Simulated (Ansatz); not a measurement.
Reactions of AlCl₂F (`[F][Al]([Cl])[Cl]`).

Isolated molecules relaxed with PBE0-D4/def2-TZVP in Ansatz; ΔE leaves out vibrations. CCSD(T)/CBS adds triple-zeta CCSD(T) − MP2 to the extrapolated MP2 energy (def2 sets, frozen cores). This one scheme is used for every species. For Br, Zn outer-core shells are correlated without core-valence functions, which leaves a few kJ/mol of doubt a bond. Scalar relativity is left out up to krypton. One conformer a species, not always the lowest.

Order these by ΔE at CCSD(T)/CBS, lowest first. (Estimate.)
A. `[F][Al]([Cl])[Cl]` + `[Cl][Zn][Br]` → `[Cl][Al]([Cl])[Cl]` + `[F][Zn][Br]`
B. `[F][Al]([Cl])[Cl]` + `C=CC` → `C=C[CH2][Al]([Cl])[Cl]` + H–F
C. `[F][Al]([Cl])[Cl]` + H₂S → `[F][Al]([SH])[Cl]` + HCl
D. `[F][Al]([Cl])[Cl]` + CH₃NH₂ → `C[NH][Al]([Cl])[Cl]` + H–F

C (+42.4 kJ/mol), D (+77.5 kJ/mol), A (+85.9 kJ/mol), B (+169.1 kJ/mol).

Largest T1 diagnostic: 0.014, for `[F][Zn][Br]`.
